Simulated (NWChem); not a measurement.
Molecule: C$_{3}$H$_{10}$Si; SMILES C[SiH](C)C

Computed with NWChem. Pople sets run with spherical d functions. B3LYP is NWChem's, with the RPA form of VWN correlation. Each level has its own optimisation; frequencies are unscaled.

```json
[
 {"level": "Hartree-Fock/STO-3G", "r C–Si (Å)": "1.863", "r H–Si (Å)": "1.425", "r C–H (Å)": "1.082", "highest harmonic frequency (cm⁻¹)": "3750", "lowest (cm⁻¹)": "140", "zero-point energy (kcal/mol)": "92.0", "dipole (D)": "0.04"},
 {"level": "Hartree-Fock/3-21G", "r C–Si (Å)": "1.918", "r H–Si (Å)": "1.497", "r C–H (Å)": "1.086", "highest harmonic frequency (cm⁻¹)": "3253", "lowest (cm⁻¹)": "134", "zero-point energy (kcal/mol)": "79.9", "dipole (D)": "0.50"},
 {"level": "Hartree-Fock/6-31G*", "r C–Si (Å)": "1.891", "r H–Si (Å)": "1.484", "r C–H (Å)": "1.087", "highest harmonic frequency (cm⁻¹)": "3254", "lowest (cm⁻¹)": "150", "zero-point energy (kcal/mol)": "79.5", "dipole (D)": "0.51"},
 {"level": "B3LYP/6-31G*", "r C–Si (Å)": "1.894", "r H–Si (Å)": "1.495", "r C–H (Å)": "1.097", "highest harmonic frequency (cm⁻¹)": "3117", "lowest (cm⁻¹)": "144", "zero-point energy (kcal/mol)": "75.1", "dipole (D)": "0.61"},
 {"level": "LDA (Slater exchange, VWN5)/def2-SVP", "r C–Si (Å)": "1.872", "r H–Si (Å)": "1.513", "r C–H (Å)": "1.111", "highest harmonic frequency (cm⁻¹)": "3080", "lowest (cm⁻¹)": "152", "zero-point energy (kcal/mol)": "71.9", "dipole (D)": "0.68"},
 {"level": "PBE/def2-SVP", "r C–Si (Å)": "1.895", "r H–Si (Å)": "1.513", "r C–H (Å)": "1.110", "highest harmonic frequency (cm⁻¹)": "3072", "lowest (cm⁻¹)": "149", "zero-point energy (kcal/mol)": "72.3", "dipole (D)": "0.63"},
 {"level": "BLYP/def2-SVP", "r C–Si (Å)": "1.904", "r H–Si (Å)": "1.508", "r C–H (Å)": "1.110", "highest harmonic frequency (cm⁻¹)": "3033", "lowest (cm⁻¹)": "147", "zero-point energy (kcal/mol)": "72.1", "dipole (D)": "0.59"},
 {"level": "PBE0/def2-SVP", "r C–Si (Å)": "1.884", "r H–Si (Å)": "1.502", "r C–H (Å)": "1.102", "highest harmonic frequency (cm⁻¹)": "3161", "lowest (cm⁻¹)": "155", "zero-point energy (kcal/mol)": "74.5", "dipole (D)": "0.61"}
]
```
